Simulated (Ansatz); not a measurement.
CH3Si (SMILES [CH]=[SiH2]) moved off its minimum; all values from Ansatz (an electronic-structure program), cores frozen in correlated methods. Open shells are unrestricted.
(charge 0, multiplicity 2)
```xyz
5

C      1.2964    -0.0637     0.0567
Si    -0.4605    -0.0325     0.1119
H      2.1733    -0.4068     0.0521
H     -1.2369     1.3758     0.0261
H     -1.4114    -1.0823    -0.0878
```

Question: Give the forces (eV/Å), the total energy and the dipole at MP2/aug-cc-pV(T+d)Z.

Answer: 
```json
[
 {"atom": "C1", "Fx": "-9.729", "Fy": "2.528", "Fz": "0.053"},
 {"atom": "Si2", "Fx": "1.961", "Fy": "2.718", "Fz": "-0.471"},
 {"atom": "H3", "Fx": "6.830", "Fy": "-2.659", "Fz": "0.091"},
 {"atom": "H4", "Fx": "1.152", "Fy": "-1.732", "Fz": "0.292"},
 {"atom": "H5", "Fx": "-0.214", "Fy": "-0.855", "Fz": "0.035"}
]
```
Energy -328.6656 hartree, dipole 1.08 D.

Doubts at one or more of the structures used: a spin-contaminated determinant (MP2/aug-cc-pV(T+d)Z).
